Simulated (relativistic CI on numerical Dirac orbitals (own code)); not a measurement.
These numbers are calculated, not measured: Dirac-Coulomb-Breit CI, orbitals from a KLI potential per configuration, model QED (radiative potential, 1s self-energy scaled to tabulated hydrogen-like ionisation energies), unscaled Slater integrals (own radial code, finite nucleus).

The strongest absorption lines from the ground level of an ion, among the configurations computed and to levels below about 275 eV (vacuum wavelength in nm, gf): 4.5036 (8.2e-05), 9.1096 (0.008), 9.8558 (0.0027), 10.961 (0.37), 11.147 (1.4), 12.989 (0.21), 14.023 (0.059), 17.255 (0.37).

Which ion is it?
A. Ba XXV
B. Ce XXVII
C. Xe XXIII
D. Sn XIX

C. Xe XXIII has 32 electrons and the ground level 4s2.4p2 3P_0; the strongest line goes to 4s2.4p.4d 3D°_1. The pattern of lines fixes the number of electrons, and along that sequence the line energies rise steadily with the charge (about as its square where n changes within one kind of shell, about linearly where n is kept but much faster in heavy ions where fine structure, which grows about as Z⁴, sets the gap, and irregularly where shells cross), which fixes Z. Configurations outside the model, such as inner-shell arrays, can give stronger lines. At this charge energies of transitions that change n are usually good to better than 1 %, and those within a shell (Δn = 0) to a few per cent.

LS names give the leading component of a level, which can be under half, so a name can repeat, a term be missing and a line seem to break the LS rules.
